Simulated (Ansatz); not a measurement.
Geometry optimisation, RHF/def2-SVP (Ansatz).

The input (input.yaml):

```yaml
crystal:
  periodic: [false, false, false]
  atoms:
    - { symbol: Mo, position_ang: [-0.026163, 0.952042, -0.02749] }
    - { symbol: Cl, position_ang: [-0.222373, 0.645373, 2.304703] }
    - { symbol: Cl, position_ang: [2.222243, 0.052305, -0.025415] }
    - { symbol: F, position_ang: [-0.011326, 2.736571, 0.202815] }
    - { symbol: F, position_ang: [-1.040082, -0.555394, -0.239611] }
    - { symbol: Cl, position_ang: [0.418158, -4.346567, 1.290838] }
    - { symbol: F, position_ang: [0.031615, 1.08601, -1.935593] }
    - { symbol: Br, position_ang: [1.289628, -2.452075, 0.624185] }
    - { symbol: H, position_ang: [0.737899, -1.656265, 1.771968] }
basis:
  gaussian: { orbitals: def2-SVP }
hamiltonian:
  xc: hf
relax:
  f_tol: 0.03
  max_steps: 50
```

Run as:

```bash
$ ansatz run input.yaml --threads 4 --pin off --max-ram 5120MiB --backend cpu --events-out ev --progress --plain --runs-dir out
```

Q: Where does it end, and by what steps?

A: It converged. The force dipped under the threshold on the way, but the program's further checks kept it going. After 46 steps the energy has fallen by 2.438 eV; Cl6 moved furthest, 1.80 Å. Parted: Br8–H9 (1.50 → 2.89 Å). Joined: Cl2–H9 (2.55 → 1.28 Å).

| step | energy less start (eV) | largest force component (eV/Å) | accepted |
| --- | --- | --- | --- |
| 0 | 0.0000 | 1.486 | yes |
| 2 | -0.4395 | 0.900 | yes |
| 4 | -1.0728 | 2.446 | yes |
| 6 | -2.1108 | 1.118 | yes |
| 8 | -2.3298 | 0.436 | yes |
| 10 | -2.3774 | 0.354 | yes |
| 12 | -2.3979 | 0.125 | yes |
| 14 | -2.4069 | 0.115 | yes |
| 16 | -2.4120 | 0.089 | yes |
| 18 | -2.4151 | 0.404 | yes |
| 20 | -2.4220 | 0.064 | yes |
| 22 | -2.4253 | 0.170 | yes |
| 24 | -2.4277 | 0.066 | yes |
| 26 | -2.4200 | 0.295 | no |
| 28 | -2.4317 | 0.058 | yes |
| 30 | -2.4330 | 0.048 | yes |
| 32 | -2.4337 | 0.078 | yes |
| 34 | -2.4347 | 0.036 | yes |
| 36 | -2.4356 | 0.074 | yes |
| 38 | -2.4361 | 0.050 | yes |
| 40 | -2.4367 | 0.079 | yes |
| 42 | -2.4374 | 0.003 | yes |
| 44 | -2.4376 | 0.060 | yes |
| 46 | -2.4378 | 0.014 | yes |

```xyz
9
Properties=species:S:1:pos:R:3
Mo -0.056 1.238 -0.435
Cl -0.703 -0.092 1.985
Cl 1.491 -0.459 -0.785
F 0.697 2.433 0.689
F -1.666 0.608 -0.953
Cl 1.568 -4.976 2.522
F 0.298 2.185 -2.000
Br 1.709 -3.363 1.089
H 0.062 -1.112 1.853
```

Whether the end is a true minimum wasn't checked by a vibrational analysis.

The run took 4 min on 4 threads of Arm Neoverse V2, on a shared host, peak memory 0.71 GiB.
